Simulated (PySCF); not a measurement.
## [YbF3(H2O)]−: from a saddle point downhill

PySCF 2.14.0, RKS PBE0, Yb lcecp-0-SVP with ECP60, F def2-SVP, O def2-SVP, H def2-SVP; non-relativistic Hamiltonian with scalar-relativistic core potentials where named; density fitting; no spin-orbit coupling. Relaxed within the symmetry of its start, the geometry (Cs) is

```xyz
7

Yb    0.1428   -0.0651    0.0651
F     1.1729    1.1969    1.4712
F    -2.0347   -0.3900    0.3900
F     1.1729   -1.4712   -1.1969
O    -1.6687    1.3744   -1.3744
H    -2.0125    1.4788   -0.4696
H    -2.0125    0.4696   -1.4788
```

and its lowest harmonic modes are -448, 60, 76, 105, 108, 146 cm⁻¹ (negative: unstable). It was moved along the lowest mode and relaxed again.

(1) Where does it end, and how much lower?

(2) How do the contacts change?

(3) Is the end a minimum?

An lcecp potential fixes the number of 4f electrons, so in runs with it no electron can move into or out of that shell.

State: singlet in the valence, with the 4f electrons in the core potential.

## Answers

(1) In C1, 0.357 eV lower, after 22 steps:
```xyz
7

Yb    0.1005    0.1598    0.2198
F     1.4775    1.0851    1.5938
F    -2.1027   -0.1424    0.6629
F     0.7735   -1.1876   -1.3141
O    -1.7064    1.2132   -1.3267
H    -2.1241    0.6655   -0.5691
H    -1.6581    0.5949   -2.0648
```

(2) 
| contact | saddle (Å) | end (Å) |
| --- | --- | --- |
| Yb1–F2 (F) | 2.152 | 2.154 |
| Yb1–F3 (F) | 2.225 | 2.267 |
| Yb1–F4 (F) | 2.152 | 2.150 |
| Yb1–H6 (H2O) | 2.705 | 2.414 |
Short contacts between ligands at the end: H6···F3 1.47 Å.

(3) Yes; lowest modes 36, 73, 95, 100, 191, 276 cm⁻¹.
